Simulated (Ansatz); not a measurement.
A run for Ansatz (a first-principles code): R-BLYP/def2-TZVPP on H2OSTe (SMILES O[Te]S), a point of a torsion scan. Elements past Kr take the def2 small-core potentials; no spin–orbit coupling.

Ansatz 0.2 input:
```yaml
crystal:
  periodic: [false, false, false]
  atoms:
    - {symbol: O, position_ang: [-1.17745230, 0.53756802, -0.20796374]}
    - {symbol: Te, position_ang: [-0.22760852, -0.94332153, -1.19688572]}
    - {symbol: S, position_ang: [1.80760853, 0.23159482, -1.23212849]}
    - {symbol: H, position_ang: [-2.08694180, 0.28265071, -0.06213622]}
    - {symbol: H, position_ang: [1.57942743, 1.00263489, -2.29232896]}
basis:
  gaussian:
    orbitals: def2-TZVPP
hamiltonian:
  xc: {name: BLYP}
scf: {lower_state_search: off}
```

Output:

```
WARN ansatz: RAYON_NUM_THREADS=1 ignored (pool sized by the plan → 1); use --threads N
Functional definition: BLYP
these checks for a lower state are left out or cut short: stability, starts, cluster_reference, orbital_swaps, neighbouring_geometries, increment
integrals: 0.06 GiB planned
939 factors; their error is unknown
mean field: 0.45 GiB planned
mean field evaluation 1: about -20199.4803 eV, gradient 7.1e1 eV
mean field evaluation 2: about -20073.7614 eV, gradient 1.9e2 eV
mean field evaluation 4: about -20205.2008 eV, gradient 3.3e1 eV
mean field evaluation 8: about -20208.3138 eV, gradient 3.2e-1 eV
mean field evaluation 16: about -20208.1819 eV, gradient 1.9e-4 eV
mean field -20208.18193055 eV, -742.6369883500 hartree, gradient 4.0e-6 eV, S^2 0.000000; 0 other end points of the search recorded, 0 dependent functions left out
reference -20208.18222078 eV, -742.6369990157 hartree; 25, 25 occupied and 126, 126 virtual orbitals, 939 factors
Total energy: -20208.18222078 eV, -742.6369990157 hartree
Checks for a lower state left out: stability, starts, cluster_reference, orbital_swaps, neighbouring_geometries, increment
```

The run converged.

Cost: very roughly 1.9 core-seconds.
